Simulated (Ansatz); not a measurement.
Ansatz results at the PBE0-D4/def2-TZVP geometry: LUMO energy (PBE/def2-TZVPP) -2.07 eV; HOMO energy (PBE/def2-TZVPP) -6.59 eV; HOMO–LUMO gap (B3LYP/def2-TZVPP) 6.35 eV.

Each molecule was computed in one conformer, which needn't be the lowest.

Question: Which molecule gave them?
A. `O[B]([GeH3])CCl`
B. `FBOC[SiH3]`
C. `ClBC[O][GeH3]`
D. `N[CH2][Zn][SiH3]`

Answer: A. The others give `FBOC[SiH3]`: -0.69, -7.18, 8.33; `N[CH2][Zn][SiH3]`: -1.70, -4.60, 4.30; `ClBC[O][GeH3]`: -2.43, -6.12, 5.74.

B3LYP here is the variant with VWN-RPA as its local correlation; programs differ in this.
